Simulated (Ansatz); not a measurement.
Program: Ansatz. Geometries: PBE0-D4/def2-TZVP. ΔE: electronic, gas phase. CCSD(T)/CBS adds triple-zeta CCSD(T) − MP2 to the extrapolated MP2 energy (def2 sets, frozen cores). This one scheme is used for every species. DFT in def2-TZVPP. Each species was taken in one conformer, which may not be the lowest.

Reaction (formal exchange of groups at a B–O bond): `[CH3][Al]([F])[BH]O` + CH₄ → `C[BH][Al]([CH3])[F]` + H₂O

`[CH3][Al]([F])[BH]O`:

Z-matrix (Å, degrees):
```
C
Al 1 1.947
H 1 1.094 2 112.1
H 1 1.093 2 111.8 3 122.0
H 1 1.096 2 110.4 3 -119.1
F 2 1.663 1 116.0 3 -153.7
B 2 2.150 1 128.2 3 27.7
O 7 1.357 2 117.8 1 -57.9
H 7 1.209 2 124.7 1 122.1
H 8 0.963 7 113.7 2 -179.5
```

CH₄:

Z-matrix (Å, degrees):
```
C
H 1 1.090
H 1 1.090 2 109.5
H 1 1.090 2 109.5 3 -120.0
H 1 1.090 2 109.5 3 120.0
```

`C[BH][Al]([CH3])[F]`:

```xyz
12

C     2.249   -0.159   -0.497
B     0.964    0.711   -0.620
Al   -1.048    0.010   -0.484
C    -2.148   -0.216    1.109
F    -1.781   -0.387   -1.924
H     3.111    0.228   -1.046
H     2.148   -1.231   -0.670
H     2.514   -0.040    0.571
H     1.149    1.898   -0.723
H    -3.089    0.335    1.015
H    -2.417   -1.269    1.246
H    -1.651    0.121    2.023
```

H₂O:

```xyz
3

O     0.278   -0.110   -0.249
H     0.361    0.503    0.484
H    -0.639   -0.393   -0.235
```

| level | ΔE (eV) |
| --- | --- |
| CAM-B3LYP-D4 | 1.53 |
| CCSD(T)/def2-TZVPP | 1.47 |

Task: What does CCSD(T)/CBS give? (Best estimate.)

Result: The calculation gave: +1.42 eV. The listed levels differ from it by 0.11, 0.05 eV.

Largest T1 diagnostic among the species: 0.013.

Leaving LDA and LC-ωPBE aside and taking each functional with its dispersion term where it has one, the values spread over 0.11 eV, from PBE0-D4 to CAM-B3LYP-D4. In def2-TZVPP, CCSD(T) changes the Hartree–Fock value by −0.04 eV (the triples alone add +0.01 eV) and MP2 by −0.04 eV.
